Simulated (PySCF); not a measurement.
Isomers of C4H8Ge, mass 129.984 u with the commonest isotopes. Computed with PySCF 2.14.0, PBE0-D3(BJ)/def2-SVP geometry optimisation, gas phase. One conformer each, none proved a minimum here; rigid rotors.

Question: Order these by radius of gyration √(Σ m r²/M), smallest first.
A. `[CH2:1]=[C:2]1[CH2:3][GeH2:4][CH2:5]1` with C1–C2–C3–Ge4 -143°, C2–C3–Ge4–C5 -19°, C3–Ge4–C5–C2 19°, C1–C2–C5–Ge4 143°
B. `C1=C[CH2][GeH2][CH2]1`
C. `CC#C[CH2][GeH3]`

Answer: B (1.375 Å), A (1.463 Å), C (1.983 Å).

Question: Order these by rotational constant A, smallest first.
A. `C1=C[CH2][GeH2][CH2]1`
B. `[GeH3][CH2]C#CC`
C. `[CH2:1]=[C:2]1[CH2:3][GeH2:4][CH2:5]1` with C1–C2–C3–Ge4 -143°, C2–C3–Ge4–C5 -19°, C3–Ge4–C5–C2 19°, C1–C2–C5–Ge4 143°

Answer: A (5780 MHz), C (7863 MHz), B (10834 MHz).

Question: Order these by rotational constant B, smallest first.
A. `[GeH2]1[CH2]C=C[CH2]1`
B. `CC#C[CH2][GeH3]`
C. `[CH2:1]=[C:2]1[CH2:3][GeH2:4][CH2:5]1` with C1–C2–C3–Ge4 -143°, C2–C3–Ge4–C5 -19°, C3–Ge4–C5–C2 19°, C1–C2–C5–Ge4 143°

Answer: B (1073 MHz), C (2209 MHz), A (3068 MHz).

```
               SMILES  point group  Ia (u·Å²)  Ib (u·Å²)  Ic (u·Å²)      κ  μa (D)  μb (D)  μc (D)
C=C1[CH2][GeH2][CH2]1           Cs      64.27     228.75     263.31  -0.90    0.48    0.00    0.24
      CC#C[CH2][GeH3]      near Cs      46.65     470.80     504.73  -0.99    0.39    0.17    0.00
C1=C[CH2][GeH2][CH2]1            –      87.44     164.75     239.55  -0.48    0.27    0.00    0.02
```
